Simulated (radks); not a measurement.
Neutral hydrogen, 1 electrons, occupied as 3p1 (not the ground configuration).

Calculated with a radial shooting solver on a logarithmic mesh with Libxc functionals: non-relativistic Kohn-Sham, LDA (Slater exchange, Perdew-Wang correlation), spin-polarised, spherical densities, point nucleus; open shells are filled with parallel spins first.

Energy parts (eV):
part                  energy
total                 -1.640
kinetic                1.567
electron-nucleus      -3.073
Hartree                1.017
exchange-correlation  -1.151

Orbitals (lengths in bohr, moments of r in powers of bohr; r(90%) holds 90 % of the orbital's charge):
orbital  occ.  eigenvalue (eV)    <r>  r(90%)   <1/r>  <r^4>
3p up       1          -0.9824  12.00    17.2  0.1129  37640

The highest occupied level is 3p up at -0.982 eV. Spin moment in Bohr magnetons: 1.
